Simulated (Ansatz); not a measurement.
Ansatz (a first-principles code) input:
A basis named .json is the Basis Set Exchange file of that set.

Ansatz 0.2 input:
```yaml
crystal:
  periodic: [false, false, false]
  atoms:
    - {symbol: Cl, position_ang: [1.80969569, 0.20681023, -0.06841013]}
    - {symbol: C, position_ang: [0.58736996, -0.91028273, -0.03211358]}
    - {symbol: C, position_ang: [-0.71795300, -0.91441135, 0.01870081]}
    - {symbol: Cl, position_ang: [-1.68728524, 0.54456140, 0.07125901]}
    - {symbol: H, position_ang: [-1.29747925, -1.82515317, 0.03204563]}
basis:
  gaussian:
    orbitals: aug-cc-pV_D+d_Z.json
magnetization: {spin_polarized: true, initial_magnetization: 1}
correlation: {method: ccsd_t, electrons: outside_noble_gas}
```

Problem. Predict the final energy.

Solution. -995.85170 Eh (CCSD(T)/aug-cc-pV(D+d)Z). The basis has 119 functions.

It need not be the lowest isomer of its formula.

The determinant is spin-contaminated: <S^2> is 0.97 against 0.75 for a pure state.
